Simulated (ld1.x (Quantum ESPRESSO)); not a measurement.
**u(r) = r·R(r): atom against pseudo-atom (Os)**

Columns: radius, all-electron u(r) and pseudo u(r) of the 5p shell (level -50.86 eV) of osmium in the configuration [Kr] 4d10 4f14 5s2 5p6 5d6 6s2 6p0; PBEsol, scalar-relativistic, PAW scheme, ld1.x (Quantum ESPRESSO) 7.5.

| r (bohr) | all-electron | pseudo |
| --- | --- | --- |
| 0.115 | -0.3206 | -0.0139 |
| 0.230 | 0.0597 | -0.0543 |
| 0.345 | 0.5634 | -0.1176 |
| 0.460 | 0.3679 | -0.1983 |
| 0.575 | -0.1203 | -0.2894 |
| 0.690 | -0.5748 | -0.3831 |
| 0.805 | -0.8827 | -0.4716 |
| 0.920 | -1.0406 | -0.5478 |
| 1.035 | -1.0823 | -0.6061 |
| 1.150 | -1.0466 | -0.6426 |
| 1.265 | -0.9657 | -0.6556 |
| 1.380 | -0.8629 | -0.6456 |
| 1.495 | -0.7537 | -0.6150 |
| 1.610 | -0.6474 | -0.5679 |
| 1.725 | -0.5491 | -0.5093 |
| 1.840 | -0.4613 | -0.4448 |
| 1.955 | -0.3847 | -0.3796 |
| 2.070 | -0.3189 | -0.3180 |
| 2.185 | -0.2631 | -0.2631 |
| 2.300 | -0.2163 | -0.2163 |
| 2.415 | -0.1772 | -0.1772 |
| 2.530 | -0.1449 | -0.1449 |
| 2.645 | -0.1181 | -0.1181 |
| 2.760 | -0.0962 | -0.0962 |
| 2.875 | -0.0781 | -0.0781 |
| 2.990 | -0.0634 | -0.0634 |

Q: How many radial nodes do the two functions have?

A: The all-electron 5p function has n − l − 1 = 3 (the table is too coarse to show those close to the nucleus); the pseudo-wave has 0, since the states of the same l below it are removed with the core.

Q: At about which radius was the pseudo-wave matched?

A: 2.30 bohr, where the columns begin to agree (steps of 0.12 bohr).

Q: Is the pseudo-wave norm-conserving?

A: No, it belongs to a PAW set: the norm inside the radius is not constrained, and the difference is carried by the augmentation charge.
